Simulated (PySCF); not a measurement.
# Low-lying terms of Cu⁺ (copper, charge +1)

Ground state [Ar] 3d10, ¹S. All numbers are calculated (PySCF 2.14, the non-relativistic Hamiltonian (point nucleus), in def2-TZVPPD with one added diffuse shell each of s, p, d, f type (7s7p5d3f1g, 83 functions)). Vertical excitation energies in eV without spin-orbit coupling; excited terms of each kind are numbered among those the solver found. Frozen: [Ar].

```json
{"term": "1 3D", "leading excitation": "3d → s", "EOM-EE-CCSD": "3.094"}
{"term": "1 1D", "leading excitation": "3d → s", "EOM-EE-CCSD": "3.469"}
{"term": "1 3P°", "leading excitation": "3d → p", "EOM-EE-CCSD": "8.221"}
{"term": "1 3F°", "leading excitation": "3d → p", "EOM-EE-CCSD": "8.464"}
{"term": "1 1F°", "leading excitation": "3d → p", "EOM-EE-CCSD": "8.617"}
{"term": "1 1D°", "leading excitation": "3d → p", "EOM-EE-CCSD": "8.857"}
{"term": "1 3D°", "leading excitation": "3d → p", "EOM-EE-CCSD": "8.879"}
{"term": "1 1P°", "leading excitation": "3d → p", "EOM-EE-CCSD": "9.022"}
{"term": "2 3D", "leading excitation": "3d → s", "EOM-EE-CCSD": "13.332"}
{"term": "2 1D", "leading excitation": "3d → s", "EOM-EE-CCSD": "13.401"}
```

The solver can miss terms. Rydberg members are limited by the diffuse functions of the basis.
